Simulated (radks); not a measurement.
The numbers below are computed, except where a source is named.
Problem. These are the eigenvalues of the occupied orbitals of an atom or ion with whole-number occupations (hartree). Code: a radial shooting solver on a logarithmic mesh with Libxc functionals. Model: scalar-relativistic Kohn-Sham, r2SCAN, spin-polarised, spherical densities, finite nucleus; meta-GGA in the generalised Kohn-Sham scheme; Fermi nuclear charge, rms radius of each element as measured or else 0.836 A^(1/3) + 0.57 fm.

1s down: -3155.352
1s up: -3155.352
2s up: -568.1987
2s down: -568.1753
2p up: -489.6187
2p down: -489.6002
3s up: -140.8727
3s down: -140.8690
3p up: -118.1568
3p down: -118.1513
3d up: -94.55780
3d down: -94.54339
4s up: -36.57522
4s down: -36.55678
4p up: -29.08977
4p down: -29.07377
4d up: -20.26553
4d down: -20.24558
5s up: -10.98283
5s down: -10.86397
4f up: -10.50995
4f down: -10.48244
5p up: -8.81604
5p down: -8.66935
5d up: -6.18455

Which element is it, and in what charge state? The configuration may be excited. Open shells, if any, are filled with parallel spins first.

Solution. Z = 81, thallium, charge +10: Tl10+ in [Xe] 4f14 5d3. The list shows which subshells hold electrons but not how many an open one holds; the 1s level, -3155.4 hartree, gives Z - s = 79.4 by -(Z - s)^2/2, which with screening and relativity narrows Z to a few neighbours, and the depths of the outer levels then fix element, charge and occupations together.
